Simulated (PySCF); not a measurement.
Mapped SMILES: `[O:1]=[C:2]=[P:3][CH2:4][SiH3:5]` (H(Xn): hydrogen on atom n).

Geometry: PBE0-D3(BJ)/def2-SVP; GIAO shifts from PySCF 2.14, gas phase, non-relativistic, averaged over equivalent atoms.

At PBE0/pcSseg-1 (124 basis functions, 17 s wall time on 1 thread of an Intel Xeon Platinum 8488C, shared host):
| atoms | δ (ppm) |
| --- | --- |
| O1 | 465.5 |
| C2 | 219.7 |
| C4 | -15.4 |
| P3 | -231.7 |
| Si5 | -62.6 |
| H(Si5) | 4.05 |
| H(C4) | 0.61 |

References, each an isolated molecule treated in the same way: ¹⁷O (σref 334.56) against H2O; TMS for ¹³C (σref 184.41) and ²⁹Si (σref 351.99) and ¹H (σref 31.27); ³¹P (σref 310.13) against H3PO4.

Problem. Estimate the result of repeating the calculation with mPW1PW91/pcSseg-2.

Solution. 
| atoms | δ at mPW1PW91/pcSseg-2 | change |
| --- | --- | --- |
| O1 | 454.3 | -11.2 |
| C2 | 227.0 | +7.3 |
| C4 | -15.2 | +0.2 |
| P3 | -243.1 | -11.4 |
| Si5 | -63.3 | -0.7 |
| H(Si5) | 4.07 | +0.02 |
| H(C4) | 0.62 | +0.01 |

Chemical shifts δ = σref − σ; ¹⁷O (σ = 327.10 ppm) vs H2O; ¹³C (σ = 183.53 ppm) and ²⁹Si (σ = 340.01 ppm) and ¹H (σ = 31.29 ppm) vs TMS; H3PO4 for ³¹P (σ = 294.97 ppm), all at this level.

The largest change is at P3 (phosphorus bonded to 2 C). Cost: 264 basis functions, 33 s wall time on 1 thread of an Intel Xeon Platinum 8488C, shared host.

Unscaled 17O shifts of doubly bonded oxygen tend to come out too high, by tens of ppm or more. Experimental scales use liquid or dissolved standards, which lie at an offset from isolated H2O (liquid H2O: subtract about 36 ppm) and H3PO4.
